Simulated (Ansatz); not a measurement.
Abridged output of a molecular run in Ansatz:

```
Functional definition: HF
1646 factors; integrals over basis functions are off by at most 9.9e-4 eV
mean field evaluation 1: about -29362.5314 eV, gradient 3.8e1 eV
mean field evaluation 2: about -29362.8674 eV, gradient 3.9e1 eV
mean field evaluation 4: about -29366.5854 eV, gradient 4.5e0 eV
mean field evaluation 8: about -29366.6759 eV, gradient 2.5e-1 eV
mean field -29366.67638945 eV, -1079.2054518639 hartree, gradient 2.5e-6 eV, S^2 0.000000; 0 other end points of the search recorded, 0 dependent functions left out
17 core orbitals not correlated: weight in the atoms' cores, before any rotation towards them, 1.000 or more for the frozen orbitals, at most 0.000 for the correlated occupied ones
reference -29366.67638945 eV, -1079.2054518639 hartree; 15, 15 occupied and 254, 254 virtual orbitals, 1646 factors
second order -20.65542145 eV of doubles, -0.00000000 eV of singles
cycle   1  -21.71913520 eV  change    -1.1e0 eV  update   1.1e-1
cycle   2  -22.35310129 eV  change   -6.3e-1 eV  update   3.4e-2
cycle   3  -22.48468641 eV  change   -1.3e-1 eV  update   1.9e-2
cycle   4  -22.47028674 eV  change    1.4e-2 eV  update   5.6e-3
cycle   5  -22.46874877 eV  change    1.5e-3 eV  update   2.6e-3
cycle   6  -22.46885613 eV  change   -1.1e-4 eV  update   9.3e-4
cycle   7  -22.46851835 eV  change    3.4e-4 eV  update   3.0e-4
cycle   8  -22.46864337 eV  change   -1.3e-4 eV  update   1.2e-4
cycle   9  -22.46869305 eV  change   -5.0e-5 eV  update   3.6e-5
cycle  10  -22.46867261 eV  change    2.0e-5 eV  update   1.4e-5
perturbative correction -0.87265663 eV, -0.0320695397 hartree
Total energy: -29390.01771869 eV, -1080.0632298922 hartree
```

Its atoms:

Z-matrix (Å, degrees):
```
Si
O 1 1.637
H 1 1.487 2 110.4
H 1 1.487 2 110.4 3 120.6
H 1 1.483 2 107.8 3 -119.7
Si 2 1.651 1 142.0 3 -58.9
B 6 1.999 2 108.2 1 178.9
H 6 1.492 2 109.1 1 -59.6
H 6 1.492 2 109.1 1 57.3
S 7 1.760 6 120.4 2 0.1
H 7 1.194 6 124.4 2 -179.9
H 10 1.348 7 98.7 6 0.0
```

**Question.** Which basis set was used?
A. def2-QZVPP
B. def2-SVPD
C. def2-TZVPP
D. def2-TZVPPD

**Answer.** C. It gives 286 functions.

**Question.** Write the keys of the input that set method, charge and spin (a neutral closed shell needs none for the last two).

**Answer.** 
```yaml
correlation: {method: ccsd_t}
```
